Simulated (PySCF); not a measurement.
## Working with the constants of Hg₂

PBE0 constants of Hg₂, ¹Σg⁺ (singlet), closed shell (PySCF, scalar-relativistic core potentials, basis sets Hg cc-pVDZ-PP with ECP60; masses 201.9706 and 201.9706 u):

* ωe: 18.2 cm⁻¹
* ωexe: 0.358 cm⁻¹
* Be: 0.012292 cm⁻¹
* αe: 0.000231 cm⁻¹
* D (centrifugal): 2.25e-08 cm⁻¹
* De to Hg + Hg: 0.032 eV

(1) Give the vibrational terms G(v) and spacings up to v = 3.

(2) How well does the Morse estimate ωe²/(4ωexe) reproduce De, and what is D0?

Closed-shell solutions of metal pairs were not tested for spin polarisation, which can lower them a little. The bond is weak. Basis-set superposition, not corrected here, can be much of De in a small basis, most of all at correlated wavefunction levels. Functionals without a dispersion term scatter widely for such bonds, and LDA overbinds them. Spin–orbit coupling is left out.

## Answers

(1) G(v) = ωe(v+½) − ωexe(v+½)².

```json
{"v": "0", "G(v) (cm⁻¹)": "9", "G(v) − G(v−1)": "", "Bv (cm⁻¹)": "0.01218"}
{"v": "1", "G(v) (cm⁻¹)": "26", "G(v) − G(v−1)": "17", "Bv (cm⁻¹)": "0.01195"}
{"v": "2", "G(v) (cm⁻¹)": "43", "G(v) − G(v−1)": "17", "Bv (cm⁻¹)": "0.01171"}
{"v": "3", "G(v) (cm⁻¹)": "59", "G(v) − G(v−1)": "16", "Bv (cm⁻¹)": "0.01148"}
```

(2) It gives 0.029 eV, 90 % of the computed De. D0 = De − G(0) = 0.032 − 0.001 = 0.031 eV.
